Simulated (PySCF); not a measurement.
A TDDFT job was run through a driver script with this input:

```
{"job": {"kind": "uv", "xc": "CAM-B3LYP", "basis": "def2-SVPD", "nstates": 8, "ntriplets": 3}, "charge": 0, "multiplicity": 1}
C     -1.726352    -0.583166    -0.153927
C     -1.122368     0.161541     1.015522
Br    -0.648269    -1.127535     2.443803
Si     0.481577     1.138158     0.600660
Si     2.134433    -0.286957    -0.171870
H     -2.611402    -1.146455     0.141875
H     -2.016046     0.134648    -0.920625
H     -1.009326    -1.278463    -0.588116
H     -1.874034     0.800100     1.480739
H      0.798232     1.842079     1.849155
H      0.027709     2.164985    -0.351842
H      2.651892     0.195396    -1.455519
H      1.653796    -1.654513    -0.392291
H      3.259480    -0.360294     0.760294
```

Method used: TDDFT CAM-B3LYP/def2-SVPD, vertical, gas phase, core orbitals frozen in the response (PySCF 2.14.0, density-fitted response routines). Job line and output are in the format of a driver script around the code.

(1) What does the script print for it, SCF cycles aside?

Results:

(1) 
```
converged SCF energy = -3234.2951750617

Static polarisability (au): isotropic 102.569, principal 92.994 103.427 111.287

Singlet excitations
state   eV       nm        f      main configurations
  1   5.7658    215.0   0.00746   H->L 0.60, H->L+1 0.26
  2   6.0065    206.4   0.00082   H-1->L 0.58, H-1->L+1 0.28
  3   6.8095    182.1   0.00016   H->L+1 0.61, H->L 0.28
  4   7.0292    176.4   0.02513   H-2->L 0.72, H-2->L+1 0.14
  5   7.2166    171.8   0.02306   H-1->L+1 0.63, H-1->L 0.24
  6   7.2723    170.5   0.01685   H->L+2 0.52, H->L+4 0.21, H->L+3 0.11
  7   7.5854    163.5   0.01141   H-3->L 0.31, H-2->L+2 0.26, H-2->L+1 0.13
  8   7.6446    162.2   0.10027   H->L+3 0.32, H-2->L+2 0.18

Triplet excitations (Tamm-Dancoff, eV): 5.1464 5.3910 6.2067
```

One conformer (not necessarily the lowest) at the GFN2-xTB geometry, without solvent, vibrations or thermal averaging. GFN2-xTB frequencies show an imaginary mode (29i cm⁻¹), so this geometry is no minimum at that level. The CAM-B3LYP/def2-SVPD calculation is non-relativistic and has no spin–orbit coupling, an omission that weighs most on bromine.

H and L stand for HOMO and LUMO.

The values belong to the conformer `[CH3:1][C@@H:2]([Br:3])[SiH2:4][SiH3:5]`: C1–C2–Si4–Si5 -60°.
